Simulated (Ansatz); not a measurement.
`CC[Se]C` → `[CH2]` (triplet) + `CC[SeH]` at 500 K and 1 bar (formal loss of a carbene).

Calculated with Ansatz (gas phase, PBE0-D4/def2-TZVP geometries, no zero-point term in ΔE). CBS: MP2 limit from def2 TZ/QZ plus the TZ coupled-cluster correction, frozen cores. This one scheme is used for every species. Triplets are unrestricted, without spin–orbit coupling. For Se outer-core shells are correlated without core-valence functions, which leaves a few kJ/mol of doubt a bond. Scalar relativity is left out up to krypton. Each species was taken in one conformer, which may not be the lowest.

```csv
species,CCSD(T)/CBS energy (Eh),H − E (kJ/mol),S (J/(mol·K))
`CC[Se]C`,-2519.67925,314.2,398.6
`[CH2]` (triplet),-39.09499,62.7,213.9
`CC[SeH]`,-2480.41858,226.1,344.1
```

H − E and S are ideal-gas, rigid-rotor, harmonic terms from PBE0-D4/def2-TZVP, for one conformer and one mirror image of each species, with the whole ground term of open shells counted as degenerate. 1 Eh = 2625.50 kJ/mol, R = 8.31446 J/(mol·K).

By hand: ΔE, ΔH, ΔS and ΔG.

ΔE = (-39.09499) + (-2480.41858) − (-2519.67925) = 0.16568 Eh = 435.0 kJ/mol. Δ(H − E) = 62.7 + 226.1 − 314.2 = -25.4, so ΔH = 409.6 kJ/mol. ΔS = 213.9 + 344.1 − 398.6 = 159.4 J/(mol·K). ΔG = 409.6 − 500 × (159.4)/1000 = 329.9 kJ/mol.

By hand: the equilibrium constant, and the temperature at which ΔG would vanish if ΔH and ΔS stayed fixed.

log₁₀ K = −ΔG/(RT ln 10) = -34.5. ΔG = 0 at ΔH/ΔS = 2570 K, far beyond where these terms or the molecules hold.

The number of gas molecules changes by +1, which sets the sign of ΔS. A doubt of 5 kJ/mol in ΔE shifts log₁₀ K by 0.5 here. Other conformers and mirror images would add mixing entropy, several J/(mol·K) or more a flexible species. A triplet takes part, so the spin changes. These are equilibria of isolated gas molecules and say nothing of rates. Largest T1 diagnostic: 0.011 (customary marks: 0.02 for closed shells, 0.045 for open ones).
